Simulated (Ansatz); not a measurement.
Start from `CC(C)[SiH3]` and change one atom or group to get `C[CH](C)[Sn][F]`.

Ansatz, PBE0-D4/def2-TZVP geometries, multiplicity 1. Each molecule was computed in one conformer, which needn't be the lowest.

Elements past krypton have def2 core potentials.

```tsv
property	`CC(C)[SiH3]`
zero-point energy (PBE0-D4/def2-TZVP) / kJ/mol	309.9
ideal-gas entropy at 298 K and 1 bar (rigid rotor, harmonic PBE0-D4/def2-TZVP) / J/(mol·K)	327
size of the dipole moment (ωB97M-V/def2-TZVPP) / D	0.88
LUMO energy (ωB97M-V/def2-TZVPP) / eV	2.22
HOMO energy (PBE/def2-TZVPP) / eV	-6.88
HOMO–LUMO gap (B3LYP/def2-TZVPP) / eV	8.38
```

Question: What does the change do to each property? (An estimate is asked.)

Answer: Ansatz gave: 
```csv
property,`C[CH](C)[Sn][F]`,shift
zero-point energy (PBE0-D4/def2-TZVP) / kJ/mol,246.3,-63.6
"ideal-gas entropy at 298 K and 1 bar (rigid rotor, harmonic PBE0-D4/def2-TZVP) / J/(mol·K)",373,46
size of the dipole moment (ωB97M-V/def2-TZVPP) / D,2.72,1.84
LUMO energy (ωB97M-V/def2-TZVPP) / eV,-0.79,-3.01
HOMO energy (PBE/def2-TZVPP) / eV,-5.14,1.74
HOMO–LUMO gap (B3LYP/def2-TZVPP) / eV,3.21,-5.17
```

With PBE0 the HOMO rises by 1.96 eV and the LUMO falls by 3.22 eV, so the gap narrows by about 5.18 eV. PBE moves the HOMO by 1.74 eV and ωB97M-V by 2.13 eV. The zero-point energy changes by -63.6 kJ/mol with -6 modes. Dipoles are sizes alone; their direction can turn. Modes under 60 cm⁻¹, often nearly free rotors, make the harmonic entropy too high.

B3LYP here is the variant with VWN-RPA as its local correlation; programs differ in this.
